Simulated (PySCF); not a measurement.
Compound: nopinone, C₉H₁₄O.
Cartesian coordinates in Å at the PBE0-D3(BJ)/def2-SVP level; atoms count from 1:
```
atom  x, y, z in Å
C1    -1.284   -0.594   -1.254
C2    -0.863    0.180   -0.014
C3    -2.075    0.918    0.543
C4     0.400    1.092   -0.077
C5     1.485    0.484   -0.960
C6     1.861   -0.931   -0.486
C7     0.831   -1.576    0.433
O8     0.767   -2.769    0.597
C9    -0.092   -0.594    1.111
C10    0.670    0.718    1.395
H11   -2.084   -1.307   -1.001
H12   -0.469   -1.173   -1.710
H13   -1.677    0.092   -2.021
H14   -2.881    0.209    0.787
H15   -2.465    1.625   -0.207
H16   -1.847    1.492    1.453
H17    0.231    2.153   -0.324
H18    2.373    1.135   -0.945
H19    1.139    0.462   -2.006
H20    2.064   -1.629   -1.311
H21    2.791   -0.902    0.108
H22   -0.671   -1.095    1.900
H23    0.131    1.356    2.107
H24    1.719    0.645    1.723
```

Computed with PySCF at PBE0/pcSseg-1, non-relativistic, on one gas-phase PBE0-D3(BJ)/def2-SVP geometry that isn't relaxed in the solvent. The solvent is an IEF-PCM continuum (Bondi radii, 1.10 Å for H, scaled by 1.2). The model holds no explicit solvent molecules, cavitation or dispersion.

Gas phase at PBE0/pcSseg-1: HOMO -6.87 eV, LUMO -0.19 eV, dipole 3.27 D.

What does the continuum do to the energy, the frontier levels and the dipole at PBE0/pcSseg-1 in chloroform and water?

| solvent | ε | E(solvent) − E(gas) (kcal/mol) | polarisation term (kcal/mol) | distortion of the solute (kcal/mol) | HOMO (eV) | LUMO (eV) | dipole (D) |
| --- | --- | --- | --- | --- | --- | --- | --- |
| chloroform | 4.711 | -4.03 | -4.58 | 0.55 | -7.00 | -0.26 | 4.02 |
| water | 78.36 | -5.66 | -6.78 | 1.12 | -7.06 | -0.30 | 4.37 |

Polarisation term: ½ Σ q·V over the induced surface charges. Distortion: the rise of the solute's own energy as its density leaves the gas-phase optimum. From chloroform to water the lowering changes by a factor 1.41, Onsager's factor (ε − 1)/(2ε + 1) by 1.38 and ε itself by 16.6.

Which radius a makes the point-dipole formula ΔE = −[(ε − 1)/(2ε + 1)]·μ²/a³ give the value in water, with the gas-phase dipole?

μ = 1.286 au and |ΔE| = 0.00903 Eh give a = 2.37 Å; the farthest nucleus lies 3.00 Å from the centroid of the nuclei, so such a sphere wouldn't even hold the nuclei. The formula assumes a rigid point dipole at the centre of a sphere.

Give the dipole vector in the frame of the coordinates (D, pointing from negative to positive charge), gas and water.

Gas (-0.12, 3.20, -0.64), solvent (-0.02, 4.29, -0.83). Its length changes by +34 % and its direction by 2°.

Which ESP-fitted charges (PBE0/pcSseg-1) respond most in chloroform (means over atoms taken as equivalent)?

| atoms | environment | gas (e) | solvent (e) | change |
| --- | --- | --- | --- | --- |
| O8 | ketone oxygen | -0.520 | -0.578 | -0.058 |
| C7 | ketone carbonyl carbon | +0.538 | +0.564 | +0.026 |
| C1 | methyl carbon | -0.647 | -0.665 | -0.018 |
| C2 | four-membered-ring carbon | +0.424 | +0.439 | +0.015 |
| C5 | ring CH2 carbon | -0.142 | -0.130 | +0.012 |
| C3 | methyl carbon | -0.528 | -0.540 | -0.012 |
| H21 | methylene hydrogen | +0.114 | +0.122 | +0.008 |
| C9 | sp3 carbon at a ring junction | -0.100 | -0.108 | -0.008 |
| H23 | methylene hydrogen | +0.105 | +0.113 | +0.008 |
| C4 | sp3 carbon at a ring junction | +0.008 | +0.003 | -0.005 |
| C10 | four-membered-ring carbon | -0.312 | -0.317 | -0.005 |
| H24 | methylene hydrogen | +0.110 | +0.114 | +0.004 |

How do the nuclear quadrupole coupling constants eQVzz/h respond in chloroform?

| nucleus | Q (barn) | gas (MHz) | solvent (MHz) | η gas | η solvent |
| --- | --- | --- | --- | --- | --- |
| 17O at O8 | -0.0256 | 11.81 | 11.47 | 0.45 | 0.39 |

Hardware: one thread of an Arm Neoverse V2, shared host with 32 logical CPUs at a one-minute load of 12. Cost: 43 s, 1.6 GiB resident at most. This is the whole shielding run at PBE0/pcSseg-1 in water, SCF included.
